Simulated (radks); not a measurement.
Q: The mean radii <r> (bohr) of the occupied orbitals of an atom or ion are listed with their occupations. All-electron calculation, scalar-relativistic Kohn-Sham, PBE, spin-polarised, spherical densities, finite nucleus; Fermi nuclear charge, rms radius of each element as measured or else 0.836 A^(1/3) + 0.57 fm. Program: a radial shooting solver on a logarithmic mesh with Libxc functionals.

| orbital | occ. | <r> |
|---|---|---|
| 1s | 2 | 0.02842 |
| 2s | 2 | 0.1226 |
| 2p | 6 | 0.1071 |
| 3s | 2 | 0.3305 |
| 3p | 6 | 0.3287 |
| 3d | 10 | 0.3054 |
| 4s | 2 | 0.7905 |
| 4p | 6 | 0.8515 |
| 4d | 10 | 1.020 |
| 5s | 2 | 2.021 |

Name the element and its charge. Open shells, if any, are filled with parallel spins first.

A: Z = 51, antimony, charge +3: Sb3+ in [Kr] 4d10 5s2. The 1s radius gives Z: for a bare nucleus <r> = (2 gamma + 1)/(2Z) with gamma = sqrt(1 - (Z/c)^2), 0.028 bohr for Z = 51, and screening makes it slightly larger (0.02842 here). The occupations add up to 48, and the charge is Z minus that.
